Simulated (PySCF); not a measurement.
BFH3NO, SMILES NB(O)F.

The structure is a stationary point at PBE0-D3(BJ)/def2-SVP. Other conformers were not sampled.

Level of theory: TDA-M06-2X/def2-SVPD (PySCF 2.14.0).

Vertical excitations.  State labels are in the subgroup Cs.

```csv
state,symmetry,energy (eV),λ (nm),f,main pairs
S1,A",7.09,175,0.025,HOMO→LUMO 87 %
S2,A",8.28,150,0.025,HOMO→LUMO+1 77 %
S3,A",8.78,141,0.000,"HOMO→LUMO+3 40 %, HOMO→LUMO+2 36 %, HOMO→LUMO+5 18 %"
S4,A",9.25,134,0.025,"HOMO→LUMO+3 33 %, HOMO−1→LUMO 26 %, HOMO→LUMO+2 22 %, HOMO−1→LUMO+1 10 %"
S5,A",9.66,128,0.003,"HOMO−1→LUMO 52 %, HOMO→LUMO+2 15 %, HOMO→LUMO+3 13 %, HOMO→LUMO+1 12 %"
S6,A',9.71,128,0.305,HOMO→LUMO+6 84 %
S7,A',9.77,127,0.071,"HOMO−2→LUMO 72 %, HOMO−2→LUMO+1 12 %"
S8,A",10.09,123,0.003,"HOMO→LUMO+5 60 %, HOMO→LUMO+2 21 %"
S9,A',10.17,122,0.014,HOMO→LUMO+4 96 %
S10,A",10.50,118,0.028,HOMO→LUMO+7 74 %
T1,A",6.94,179,0,HOMO→LUMO 82 %
T2,A',8.05,154,0,HOMO→LUMO+6 85 %
T3,A",8.17,152,0,HOMO→LUMO+1 68 %
T4,A",8.71,142,0,"HOMO→LUMO+3 41 %, HOMO→LUMO+2 31 %, HOMO→LUMO+5 18 %"
```
Triplets are in the Tamm–Dancoff approximation.
